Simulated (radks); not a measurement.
Problem. These are the eigenvalues of the occupied orbitals of an atom or ion with whole-number occupations (Ry). All-electron calculation, scalar-relativistic Kohn-Sham, LDA (Slater exchange, Perdew-Wang correlation), spin-unpolarised, spherical densities, finite nucleus; Fermi nuclear charge, rms radius of each element as measured or else 0.836 A^(1/3) + 0.57 fm. Program: a radial shooting solver on a logarithmic mesh with Libxc functionals.

orbital  eigenvalue
1s        -2224.711
2s        -338.6097
2p        -304.1830
3s        -66.34652
3p        -55.12092
3d        -37.93422
4s        -10.91353
4p         -7.46798
4d         -2.46654
5s         -0.96168
5p         -0.36696

Which element is it, and in what charge state? The configuration may be excited.

Solution. Z = 51, antimony, charge 0: Sb in [Kr] 4d10 5s2 5p3. The list shows which subshells hold electrons but not how many an open one holds; the 1s level, -1112.4 hartree, gives Z - s = 47.2 by -(Z - s)^2/2, which with screening and relativity narrows Z to a few neighbours, and the depths of the outer levels then fix element, charge and occupations together.
